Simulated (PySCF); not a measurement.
Gas-phase reaction: 2 GaCl₃ + 3 Br₂ → 2 GaBr₃ + 6 Cl. Level: ωB97M-V/def2-TZVP†; standard pressure 1 bar.

Computed with PySCF and rigid-rotor harmonic-oscillator thermochemistry at 1 bar. † marks an energy on the PBE0/def2-TZVP geometry and frequencies. Open shells (unrestricted): Cl (multiplicity 2, electronic degeneracy 6); the rest are closed-shell singlets. Spin-orbit splitting is ignored; it lowers the true energy and changes the entropy of Cl. Br, Ga: all electrons, no relativistic terms. The harmonic model lacks anharmonicity and excited electronic states, which grow with temperature; levels with a mode under 35 cm⁻¹ are left out. Soft modes under 120 cm⁻¹ make the harmonic entropy rough for GaBr₃.

```json
[
 {"T (K)": "1000", "1000/T (1/K)": "1.0000", "log10 K": "-30.03"},
 {"T (K)": "1200", "1000/T (1/K)": "0.8333", "log10 K": "?"},
 {"T (K)": "1400", "1000/T (1/K)": "0.7143", "log10 K": "-15.97"},
 {"T (K)": "1600", "1000/T (1/K)": "0.6250", "log10 K": "-11.56"},
 {"T (K)": "1800", "1000/T (1/K)": "0.5556", "log10 K": "-8.12"},
 {"T (K)": "2000", "1000/T (1/K)": "0.5000", "log10 K": "-5.35"}
]
```

**Question.** Fit log10 K = a + b·(1000/T) to the five rows, get the mean ΔH° and ΔS°, and predict log10 K at 1200 K.

**Answer.** Means: 1000/T = 0.6790, log10 K = -14.206. Sums of products about the means: Sxy = -7.62089, Sxx = 0.154472, so b = Sxy/Sxx = -49.34 and a = -14.206 − (-49.34)×0.6790 = 19.29.
ΔH° = −R ln 10 × 1000 K × b = −19.145 × (-49.34) = 945 kJ; ΔS° = R ln 10 × a = 369 J/K. The run's own values go from 940 kJ and 365 J/K at 1000 K to 953 kJ and 374 J/K at 2000 K.
Prediction at 1200 K: 19.29 + (-49.34)×0.8333 = -21.83. The computed value is -21.84, 0.01 from the line.
For scale, ΔH°(298 K) is 928 kJ at this level, 907 kJ at ωB97X-V/def2-TZVP†, and runs from 347 to 1191 kJ over the 20 levels computed.
